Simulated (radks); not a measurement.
Q: The mean radii <r> (bohr) of the occupied orbitals of an atom or ion are listed with their occupations. Method: scalar-relativistic Kohn-Sham, PBE, spin-polarised, spherical densities, point nucleus; computed with a radial shooting solver on a logarithmic mesh with Libxc functionals.

| orbital | occ. | <r> |
|---|---|---|
| 1s down | 1 | 0.01866 |
| 1s up | 1 | 0.01866 |
| 2s up | 1 | 0.07894 |
| 2s down | 1 | 0.07894 |
| 2p up | 3 | 0.07057 |
| 2p down | 3 | 0.07057 |
| 3s up | 1 | 0.2048 |
| 3s down | 1 | 0.2048 |
| 3p up | 3 | 0.2049 |
| 3p down | 3 | 0.2049 |
| 3d up | 5 | 0.1856 |
| 3d down | 5 | 0.1856 |
| 4s up | 1 | 0.4587 |
| 4s down | 1 | 0.4587 |
| 4p up | 3 | 0.4877 |
| 4p down | 3 | 0.4877 |
| 4d up | 5 | 0.5231 |
| 4d down | 5 | 0.5230 |
| 5s up | 1 | 1.104 |
| 5s down | 1 | 1.096 |
| 5p up | 3 | 1.296 |
| 5p down | 3 | 1.285 |
| 4f up | 7 | 0.6418 |
| 4f down | 7 | 0.6364 |
| 5d up | 3 | 1.974 |

Name the element and its charge. Open shells, if any, are filled with parallel spins first.

A: Z = 73, tantalum, charge +2: Ta2+ in [Xe] 4f14 5d3. The 1s radius gives Z: for a bare nucleus <r> = (2 gamma + 1)/(2Z) with gamma = sqrt(1 - (Z/c)^2), 0.01844 bohr for Z = 73, and screening makes it slightly larger (0.01866 here). The occupations add up to 71, and the charge is Z minus that.
